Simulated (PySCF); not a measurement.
N (SMILES [N]), quartet. Base run: B3LYP/def2-SV(P) run with PySCF.

Here is a job for PySCF.
```python
from pyscf import gto, scf, dft

mol = gto.Mole()
mol.atom = '''
    N     0.000000    0.000000    0.000000
'''
mol.basis = 'def2-sv(p)'
mol.charge = 0
mol.spin = 3
mol.verbose = 4
mol.build()

mf = dft.UKS(mol)
mf.xc = 'b3lyp'
mf.kernel()
mf.analyze()
```

The base run was repeated with changes; each row names its change, and settings that it needs were set with it.

```csv
change,ΔE vs base (mEh),fitting functions
base,0.000,-
auxbasis = cc-pvqz-jkfit,-0.011,106
auxbasis = even-tempered beta=1.6,0.000,178
auxbasis = cc-pvtz-jkfit,-0.011,79
auxbasis = cc-pvdz-jkfit,-0.011,70
"exchange = seminumerical (SGX) (with mf = sgx.sgx_fit(mf, auxbasis='def2-universal-jfit'); with mf.with_df.dfj = True)",-0.014,49
auxbasis = def2-universal-jkfit,-0.002,77
auxbasis = even-tempered beta=3.0,-0.102,78
auxbasis = even-tempered beta=2.0,-0.016,121
only_dfj = on; auxbasis = def2-universal-jfit,-0.014,49
```

A fitting set is made for a task (jfit for Coulomb, jkfit for Coulomb and exchange, ri for correlation) and for a family of orbital bases.

Open shells are given as the SCF converged; they aren't shown to be the lowest states, and a large step between rows can be another state.
